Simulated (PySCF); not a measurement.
## How methods differ on the excitation energy of S

S [Ne] 3s2 3p4 (3P) → S [Ne] 3s1 3p5 (3P), as a difference of total energies. Computed with PySCF 2.14 in x2c-TZVPPall (5s5p3d1f, 42 functions), with the spin-free X2C one-electron Hamiltonian (Gaussian nucleus). Correlated levels: valence and next inner shell: 1s2 frozen. The calculations carry no spin-orbit coupling.

**Question.** Order these methods by the excitation energy they give, lowest first.
A. UHF
B. SCS-MP2 (valence and next inner shell)
C. CCSD (valence and next inner shell)
D. CCSD(T) (valence and next inner shell)

**Answer.** D (76360 cm⁻¹), C (79538 cm⁻¹), B (84008 cm⁻¹), A (93634 cm⁻¹).

Errors of the correlated levels include the incompleteness of this basis and the frozen core.

The upper state lies above the first ionisation limit, where it may autoionise and the basis confines it.

The coupled-cluster amplitudes are large for the upper state (T1 above 0.03 or a double amplitude above 0.15), so a single reference is strained.

For comparison: 72008 cm⁻¹ (measured; NIST levels, between the centres of gravity of the two terms).
